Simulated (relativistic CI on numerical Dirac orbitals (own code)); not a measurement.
# Line list: Electric-dipole lines, Cu¹⁴⁺

Computed by Dirac-Coulomb-Breit CI, orbitals from a KLI potential per configuration, model QED, unscaled Slater integrals (own radial code, finite nucleus).

CI space (outside the closed core [Ne]): 3s2.3p3, 3s.3p4, 3s2.3p2.3d, 3p5, 3s.3p3.3d, 3p4.3d, 3s.3p2.3d2, 3s2.3p2.4s, 3s2.3p.3d.4p, 3p4.4s, 3s2.3p2.4p, 3p4.4p, 3s.3p2.3d.4s, 3s2.3p2.4d, 3s.3p3.4s, 3s2.3p2.4f, 3s.3p3.4p, 3p3.3d.4p, 3s.3p3.4d, 3s.3p3.4f, 3s2.3p2.5s, 3s2.3p2.5p, 3s2.3p.4s.4p, 3s2.3p2.5d, 3s2.3p2.5f, 3s2.3p2.5g, 3s.3p2.4s2, 3s.3p3.5s, 3s2.3p.3d2, 3s2.3d3, 3s.3p.3d3, 3s2.3d2.4s, 3s2.3d2.4p, 3s2.3d2.4d, 3p3.3d2, 3p2.3d3, 3p2.3d2.4s, 3p2.3d2.4p, 3p2.3d2.4d, 3s2.3p.3d.4s, 3s.3p.3d2.4s, 3s2.3d.4s2, 3s2.3d.4s.4p, 3s2.3d.4s.4d, 3s.3p2.3d.4p, 3s.3p.3d2.4p, 3s.3p.3d.4s.4p, 3s.3p.3d.4p2, 3s.3p.3d.4p.4d, 3p3.3d.4s, 3p2.3d.4s2, 3p2.3d.4s.4p, 3p2.3d.4s.4d, 3s2.3p.4s2, 3s.3p.3d.4s2, 3s2.4s2.4p, 3s2.4s2.4d, 3s2.3p.4p2, 3s2.3d.4p2, 3s2.4s.4p2, 3s2.4p3, 3s2.4p2.4d, 3s.3p2.4s.4p, 3s.3p.4s2.4p, 3s.3p.4s.4p2, 3s.3p.4s.4p.4d. Double excitations out of closed p, d and f shells are left out; levels of such configurations are missing from the list, as are those of other unlisted configurations, and high levels can miss mixing partners. These lack a partner that the ground configuration has and come out too high: 3s2.3p2.4f, 3s.3p3.4d, 3s.3p3.4f, 3s2.3p2.5s, 3s2.3p2.5p.

```tsv
λ vac (nm)	Lower	Upper	A (s⁻¹)	log gf	S velocity/length
15.153	3s.3p4 4P_5/2 [6]	3s.3p3.3d 4D°_7/2 [84]	8.82e+10	0.39	1.00
15.198	3s2.3p3 2D°_3/2 [2]	3s2.3p2.3d 2F_5/2 [36]	1.25e+11	0.41	1.01
15.198	3s2.3p3 2D°_5/2 [3]	3s2.3p2.3d 2F_7/2 [37]	1.37e+11	0.58	1.02
15.237	3s2.3p3 2P°_1/2 [4]	3s2.3p2.3d 2D_3/2 [41]	8.69e+10	0.08	1.00
15.268	3s.3p4 2D_5/2 [10]	3s.3p3.3d 2F°_7/2 [103]	8.03e+10	0.35	1.02
15.614	3s2.3p3 2P°_3/2 [5]	3s2.3p2.3d 2D_5/2 [40]	1.16e+11	0.41	1.00
15.731	3s2.3p3 4S°_3/2 [1]	3s2.3p2.3d 4P_3/2 [28]	1.09e+11	0.21	0.98
15.756	3s.3p4 4P_5/2 [6]	3s.3p3.3d 4P°_3/2 [77]	7.77e+10	0.06	0.93
15.778	3s2.3p3 2D°_3/2 [2]	3s2.3p2.3d 2D_3/2 [33]	7.65e+10	0.06	0.98
15.847	3s2.3p2.3d 4F_9/2 [18]	3s2.3p.3d2 4F°_9/2 [129]	9.14e+10	0.54	0.93
15.907	3s2.3p3 4S°_3/2 [1]	3s2.3p2.3d 4P_5/2 [27]	1.08e+11	0.39	0.98
15.955	3s2.3p3 2D°_5/2 [3]	3s2.3p2.3d 2D_5/2 [34]	3.98e+10	-0.04	0.98
16.408	3s2.3p3 2P°_3/2 [5]	3s2.3p2.3d 2P_3/2 [39]	6.22e+10	0.00	0.91
16.485	3s2.3p3 2D°_5/2 [3]	3s2.3p2.3d 2D_5/2 [32]	4.96e+10	0.08	0.95
16.779	3s2.3p2.3d 4P_5/2 [27]	3s2.3p.3d2 4D°_7/2 [139]	1.05e+11	0.55	0.95
16.879	3s2.3p2.3d 2F_5/2 [36]	3s2.3p.3d2 2G°_7/2 [163]	1.13e+11	0.59	0.97
16.913	3s2.3p2.3d 2G_9/2 [25]	3s2.3p.3d2 2G°_9/2 [136]	7.29e+10	0.50	0.98
16.965	3s2.3p2.3d 2F_7/2 [37]	3s2.3p.3d2 2G°_9/2 [168]	1.30e+11	0.75	0.98
17.611	3s2.3p2.3d 2D_5/2 [40]	3s2.3p.3d2 2F°_7/2 [175]	1.09e+11	0.61	0.98
17.926	3s2.3p3 2D°_5/2 [3]	3s.3p4 2P_3/2 [26]	5.67e+10	0.04	0.93
```

Terms are leading LS components. Brackets give the number of a level in order of energy, since labels repeat. The list gives strong lines, with weight on those to low levels, among the lowest 400 of 7833 levels, so that lines to higher ones, which can be the strongest, are missing. Levels whose partners in the same complex of configurations lie outside the list can be far off, and so can their lines. Rates are taken at the computed energies, electric ones in the length gauge. A velocity-to-length ratio far from 1 marks an uncertain rate.

At this charge energies of transitions that change n are usually good to better than 1 %, and those within a shell (Δn = 0) to a few per cent.

LS names give the leading component of a level, which can be under half, so a name can repeat, a term be missing and a line seem to break the LS rules.
